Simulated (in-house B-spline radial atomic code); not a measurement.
The numbers below are computed, except where a source is named.
**Ghost states of the separable form: As**

As, [Ar] 3d10 4s2 4p3, non-relativistic PBE, spherical and spin-unpolarised, from a B-spline radial code for spherical atoms (atomic units; all potentials screened as in the neutral atom).

Troullier-Martins channels: 4s (ε = -0.5165, r_c = 1.644 bohr), 4p (ε = -0.1922, r_c = 2.008 bohr). In the Kleinman-Bylander form one channel serves as the local potential, and each other channel l becomes |δV u><u δV|/<u|δV|u>, with δV = V_l − V_local and u the pseudo-orbital. Its strength is E_KB = <u|δV²|u>/<u|δV|u>. By the analysis of Gonze, Stumpf and Scheffler a spurious state lies below the reference level ε if E_KB > 0 and ε is above the second level of the local potential alone, or if E_KB < 0 and ε is above its first. The table's levels are those of angular momentum l in a sphere of 9 bohr, whose wall can lift a shallow ε a little above its free-atom value.

```tsv
local	channel	<u δV u>	<u δV² u>	ε	first local level	second local level
p	s	0.014427	0.16129	-0.5165	-0.5753	0.0062
s	p	-0.00097768	0.066879	-0.1920	-0.1979	0.0981
```

(1) Apply the rule to each row.

Diagonalising the separable Hamiltonian gives:

```csv
local,channel,three lowest levels,"all-electron, two lowest valence levels"
p,s,"-0.5165, 0.0216, 0.3148","-0.5165, 0.0214"
s,p,"-57.2171, -0.1920, 0.0989","-0.1920, 0.0988"
```

(2) Which choices of local channel are safe?

Results:

(1) Local p, channel s: E_KB = +11.2, so ε = -0.5165 is set against 0.0062: no ghost. Local s, channel p: E_KB = -68.4, so ε = -0.1920 is set against -0.1979: a ghost.

(2) Free of ghosts: p. With s local the p channel has a ghost 57.03 hartree below ε, since the attractive projector pulls a state below the first local level. Among the safe choices the second level, which tests transfer, is off by at most 0.2 millihartree (p local). A small <u δV u> makes E_KB large and sensitive.
